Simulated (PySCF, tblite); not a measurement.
Isomers of C4H9FS2Si, one GFN2-xTB conformer each. Single-point energies are computed at PBE0/pcSseg-1 (PySCF, gas phase, no added dispersion term), electronic only.

```json
{"SMILES": "F[C@@H]1CCSCS[SiH2]1", "GFN2-xTB relative energy (kJ/mol)": "224.9"}
{"SMILES": "CC[Si]1(F)SCCS1", "GFN2-xTB relative energy (kJ/mol)": "0.0"}
{"SMILES": "F[C@@H]1C[SiH2]CSSC1", "GFN2-xTB relative energy (kJ/mol)": "228.2"}
{"SMILES": "C[C@@H](F)[C@@H]1CS[SiH2]S1", "GFN2-xTB relative energy (kJ/mol)": "92.5"}
{"SMILES": "FC[SiH]1SCCCS1", "GFN2-xTB relative energy (kJ/mol)": "153.9"}
```

Conformers: `[F:1][C@@H:2]1[CH2:3][CH2:4][S:5][CH2:6][S:7][SiH2:8]1` with F1–C2–C3–C4 -57°, C2–C3–C4–S5 -68°, C3–C4–S5–C6 99°, C4–S5–C6–S7 -97°; `[CH3:1][CH2:2][Si:3]1([F:4])[S:5][CH2:6][CH2:7][S:8]1` with C1–C2–Si3–F4 59°, C2–Si3–S5–C6 -143°, Si3–S5–C6–C7 45°, S5–C6–C7–S8 -61°, C6–C7–S8–Si3 39°; `[F:1][C@@H:2]1[CH2:3][SiH2:4][CH2:5][S:6][S:7][CH2:8]1` with F1–C2–C3–Si4 -52°, C2–C3–Si4–C5 -98°, C3–Si4–C5–S6 46°, Si4–C5–S6–S7 31°; `[CH3:1][C@@H:2]([F:3])[C@@H:4]1[CH2:5][S:6][SiH2:7][S:8]1` with C1–C2–C4–C5 -175°, C2–C4–C5–S6 180°, C4–C5–S6–Si7 42°, C5–S6–Si7–S8 -13°, S6–Si7–S8–C4 -12°; `[F:1][CH2:2][SiH:3]1[S:4][CH2:5][CH2:6][CH2:7][S:8]1` with F1–C2–Si3–S4 97°, C2–Si3–S4–C5 165°, Si3–S4–C5–C6 -60°, S4–C5–C6–C7 79°, C5–C6–C7–S8 -80°.

What does PBE0/pcSseg-1 give for the same structures?

```
                     SMILES  PBE0/pcSseg-1 E (Eh)  PBE0/pcSseg-1 (kJ/mol)  GFN2-xTB (kJ/mol)  point group
            CC[Si]1(F)SCCS1           -1342.94411                     0.0                0.0           C1
C[C@@H](F)[C@@H]1CS[SiH2]S1           -1342.85896                   223.6               92.5           C1
             FC[SiH]1SCCCS1           -1342.85191                   242.1              153.9           C1
       F[C@@H]1CCSCS[SiH2]1           -1342.81722                   333.1              224.9           C1
       F[C@@H]1C[SiH2]CSSC1           -1342.81394                   341.7              228.2           C1
```

Both levels put the same isomer lowest; measured from each level's own lowest isomer, the values differ by up to 131.1 kJ/mol (C[C@@H](F)[C@@H]1CS[SiH2]S1: 92.5 against 223.6). As drawn, the lowest has an Si–F bond, which the highest lacks. Neighbours under 10 kJ/mol apart (F[C@@H]1CCSCS[SiH2]1 and F[C@@H]1C[SiH2]CSSC1) can change places with a better method, another conformer or zero-point energy.

Which frontier levels, dipoles and rotational constants go with these structures?

```tsv
SMILES	HOMO (eV, PBE0/pcSseg-1)	LUMO (eV)	dipole (D)	A, B, C (MHz)
CC[Si]1(F)SCCS1	-7.14	-0.24	2.10	1752, 968.4, 796.3
C[C@@H](F)[C@@H]1CS[SiH2]S1	-7.18	-0.46	1.18	2097, 830.4, 623.2
FC[SiH]1SCCCS1	-6.91	-0.26	3.14	1825, 883.3, 638.5
F[C@@H]1CCSCS[SiH2]1	-6.82	-0.05	2.67	1400, 1266, 857.0
F[C@@H]1C[SiH2]CSSC1	-6.90	-0.42	2.45	1633, 1154, 815.0
```

What happens when harmonic zero-point energies from GFN2-xTB frequencies are added?

```
                     SMILES  ZPE (kJ/mol)  electronic (kJ/mol)  with ZPE (kJ/mol)
            CC[Si]1(F)SCCS1         333.5                  0.0                0.0
C[C@@H](F)[C@@H]1CS[SiH2]S1         321.2                223.6              211.2
             FC[SiH]1SCCCS1         327.3                242.1              235.8
       F[C@@H]1CCSCS[SiH2]1         319.0                333.1              318.6
       F[C@@H]1C[SiH2]CSSC1         317.3                341.7              325.5
```

The zero-point energies span 16.2 kJ/mol. The order is unchanged.
